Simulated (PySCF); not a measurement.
Bonds broken one at a time in the series CF3-X. Isolated molecules, 0 K electronic values unless said otherwise. One relaxed conformer stands for each flexible species; it need not be the lowest. Strings in code marks are SMILES.

Method: B3LYP-D3(BJ)/def2-TZVP (PySCF 2.14.0). B3LYP has the VWN-RPA correlation part, as in Gaussian. 

```csv
species,highest occupied spin orbital (eV),dipole moment (D)
whole molecule (`CC(F)(F)F`),–,(withheld)
whole molecule (`FC(F)(F)Cl`),–,0.41
radical fragment (`[Br]`),-8.51,0.00
whole molecule (`FC(F)([SiH3])F`),–,(withheld)
whole molecule (`FC(F)(B)F`),–,1.92
radical fragment (`[BH2]`),-5.87,0.49
radical fragment (`[C](F)(F)[SeH]` (F–C–Se–H torsion 177°)),-6.23,–
radical fragment (`F[C](F)[AlH2]` (F–C–Al–H torsion 0°)),-6.04,–
```

### Question
What belongs in the gaps?

### Answer

- whole molecule (`CC(F)(F)F`), dipole moment (D): 2.34
- whole molecule (`FC(F)([SiH3])F`), dipole moment (D): 2.27
